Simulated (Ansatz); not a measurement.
Cl2F2H2Si2 (`F[SiH](F)[SiH](Cl)Cl`). Charge 0, multiplicity 1.

Z-matrix (Å, degrees):
```
Si
F 1 1.589
Si 1 2.346 2 109.1
F 1 1.589 2 107.4 3 118.1
H 1 1.479 2 108.5 3 -124.7
Cl 3 2.047 1 107.4 2 -62.4
Cl 3 2.047 1 107.4 2 179.5
H 3 1.479 1 115.7 2 58.5
```

Problem. Give the diagnostics of a CCSD(T)/def2-TZVPP run (frozen core, Ansatz 0.2.0). (Estimate.)

Solution. Ansatz gave: T1 = 0.0112, largest single amplitude 0.018, largest double 0.021, (T) share of the correlation energy 3.5 %, 9 CCSD cycles. The RHF solution is stable towards an unrestricted one. T1 lies under the customary mark of 0.02 for closed shells.
